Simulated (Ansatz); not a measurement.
Reaction (isomerisation): `C=CS[SiH2]N` → `C/N=C\[SiH2]S`

Calculated with Ansatz (gas phase, PBE0-D4/def2-TZVP geometries, no zero-point term in ΔE). CCSD(T)/CBS adds triple-zeta CCSD(T) − MP2 to the extrapolated MP2 energy (def2 sets, frozen cores). DFT in def2-TZVPP. B3LYP here is the variant with VWN-RPA as its local correlation; programs differ in this. Each species was taken in one conformer, which may not be the lowest.

| level | ΔE (kJ/mol) | difference from CCSD(T)/CBS |
| --- | --- | --- |
| PBE-D4 | 94.7 | -12.8 |
| r2SCAN-D4 | 103.6 | -3.9 |
| PBE0-D4 | 100.4 | -7.1 |
| B3LYP-D4 | 101.0 | -6.5 |
| PBE | 95.3 | -12.2 |
| r2SCAN | 103.9 | -3.6 |
| B3LYP | 101.8 | -5.7 |
| CCSD/def2-TZVPP | 100.7 | -6.8 |
| CCSD(T)/def2-TZVPP | 99.8 | -7.7 |
| MP2/def2-QZVPP | 115.6 | 8.1 |
| CCSD(T)/CBS | 107.5 | 0 |

Largest T1 diagnostic among the species: 0.012.

From PBE to PBE0 (25 % exact exchange), in def2-TZVPP and without D4, ΔE moves by +5.7 kJ/mol.
